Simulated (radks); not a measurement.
The numbers below are computed, except where a source is named.
Spin polarisation of the 5p1 shell in neutral indium. Start: [Kr] 4d10 5s2 5p(up 0.5, down 0.5); electrons of 5p are moved from spin down to spin up, other shells keep equal spins. Level of theory: scalar-relativistic Kohn-Sham, BLYP, spin-polarised, spherical densities, finite nucleus; Fermi nuclear charge, rms radius of each element as measured or else 0.836 A^(1/3) + 0.57 fm (a radial shooting solver on a logarithmic mesh with Libxc functionals).

| moment (Bohr magnetons) | E - E(0) (eV) | e(5p up) (eV) | e(5p down) (eV) | 5s down minus up (eV) | 4d down minus up (eV) | 4p down minus up (eV) |
|---|---|---|---|---|---|---|
| 0 | 0.000 | -2.462 | -2.462 | 0.000 | 0.000 | 0.000 |
| 0.25 | -0.006 | -2.511 | -2.407 | 0.106 | 0.016 | 0.005 |
| 0.5 | -0.026 | -2.554 | -2.347 | 0.212 | 0.032 | 0.010 |
| 0.75 | -0.058 | -2.592 | -2.282 | 0.316 | 0.047 | 0.015 |
| 1 | -0.104 | -2.626 | -2.208 | 0.418 | 0.063 | 0.020 |

At moment 1 the spin-polarisation energy is -0.104 eV and the 5p exchange splitting 0.418 eV, that is 0.418 eV per Bohr magneton; E = -I m^2/4 would give I = 0.414 eV.
